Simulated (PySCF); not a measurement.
# How methods differ on the ionisation energy of Ti²⁺

Ti²⁺ [Ar] 3d2 (3F) → Ti³⁺ [Ar] 3d1 (2D), as a difference of total energies. Computed with PySCF 2.14 in def2-QZVPPD, with the non-relativistic Hamiltonian (point nucleus). Correlated levels: valence: [Ar] frozen; valence and next inner shell: [Ne] frozen. The calculations carry no spin-orbit coupling.

```csv
method,ionisation energy (eV),difference from reference (eV)
UHF,26.791,-0.701
LDA,28.230,+0.738
PBE,28.145,+0.653
PBE0,28.024,+0.532
r2SCAN,28.105,+0.613
BHandHLYP,27.907,+0.415
CAM-B3LYP,28.148,+0.656
M06,27.485,-0.007
wB97M-V,27.785,+0.293
MP2 (valence),26.923,-0.569
SCS-MP2 (valence),26.835,-0.657
MP2 (valence and next inner shell),27.388,-0.104
SCS-MP2 (valence and next inner shell),27.290,-0.202
```

Reference: 27.492 eV (measured; NIST Atomic Spectra Database, ionization energies).

These non-relativistic numbers lack the scalar-relativistic shift.

Errors of the correlated levels include the incompleteness of this basis and the frozen core.
